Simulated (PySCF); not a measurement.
Species: C₅H₁₁B.
Cartesian coordinates in Å at the PBE0-D3(BJ)/def2-SVP level; atoms count from 1:
```
atom  x, y, z in Å
B1     2.521    0.249    0.347
C2     1.169   -0.456    0.227
C3     0.022    0.062   -0.297
C4    -0.088    1.434   -0.880
C5    -1.252   -0.741   -0.300
C6    -2.241   -0.291    0.777
H7     2.705    1.372   -0.067
H8     3.454   -0.316    0.873
H9     1.079   -1.483    0.605
H10    0.849    1.996   -0.812
H11   -0.883    2.008   -0.376
H12   -0.385    1.364   -1.940
H13   -1.732   -0.653   -1.290
H14   -1.010   -1.804   -0.151
H15   -1.802   -0.398    1.780
H16   -3.157   -0.899    0.740
H17   -2.537    0.761    0.651
```

Theory: core-valence-separated Tamm–Dancoff BHandHLYP/aug-pcX-1 (pcseg-1 on H) in PySCF, non-relativistic, gas phase, PBE0-D3(BJ)/def2-SVP geometry. The energies are unshifted.

Problem. List the boron K-edge absorption lines.

Solution. 
```tsv
E (eV)	f	core hole on	main final orbital
185.25	0.0793	B1	LUMO (79 %)
190.60	0.0051	B1	LUMO+4 (40 %)
190.86	0.0069	B1	spread
190.92	0.0130	B1	spread
191.20	0.0020	B1	LUMO+1 (38 %)
191.36	0.0075	B1	spread
191.89	0.0019	B1	LUMO+6 (34 %)
```

The first line with a tenth or more of the strongest one's intensity is at 185.25 eV (f = 0.079), with the hole on B1 (three-coordinate boron). It is also the strongest listed.

Problem. Give energies, oscillator strengths and core holes at the C K edge.

Solution. 
```csv
E (eV),f,core hole on,main final orbital,polarisation
281.76,0.0247,C2,LUMO (77 %),normal to the local trigonal plane
281.94,0.0680,C3,LUMO (76 %),normal to the local trigonal plane
284.04,0.0001,C4,LUMO (93 %),–
284.13,0.0404,C2,spread,normal to the local trigonal plane
284.39,0.0003,C5,LUMO (92 %),–
284.83,0.0059,C6,LUMO (93 %),–
285.19,0.0140,C2,LUMO+1 (31 %),in the local trigonal plane
285.42,0.0106,C6,LUMO+1 (69 %),–
285.49,0.0094,C4,LUMO+1 (55 %),–
285.76,0.0152,C5,LUMO+1 (58 %),–
286.04,0.0048,C2,LUMO+1 (45 %),in the local trigonal plane
286.20,0.0252,C6,LUMO+3 (30 %),–
286.26,0.0315,C4,spread,–
286.30,0.0606,C5 + C6,"spread (2 roots, f summed)",–
286.31,0.0001,C2,LUMO+3 (42 %),–
286.49,0.0004,C2,LUMO+4 (59 %),–
286.59,0.0212,C4,spread,–
286.74,0.0056,C6,LUMO+3 (34 %),–
286.79,0.0038,C2,LUMO+8 (46 %),in the local trigonal plane
286.83,0.0030,C5,LUMO+3 (52 %),–
286.96,0.0008,C2,LUMO+5 (54 %),–
```

The first line with a tenth or more of the strongest one's intensity is at 281.76 eV (f = 0.025), with the hole on C2 (alkene CH carbon), polarised normal to the local trigonal plane: a 1s→π* resonance. The strongest listed is at 281.94 eV (f = 0.068; C3, 1s→π*).

Roots within 0.03 eV whose holes lie on the same, on equivalent or on shared atoms are summed into one line, and the highest roots are left out, as the search may have cut off their partners. Final orbitals are the ground state's empty Kohn–Sham orbitals. A dash: too weak, shared between unlike atoms, or no plane or axis to refer to.

Problem. What is the summed oscillator strength of the listed B K lines, and their intensity-weighted mean energy?

Solution. Σf = 0.116 over 7 lines from 185.25 to 191.89 eV; the weighted mean is 187.06 eV. The strongest line holds 69 % of the sum.

The list ends where the root search ended, not at a threshold.

One conformer stands for the species.
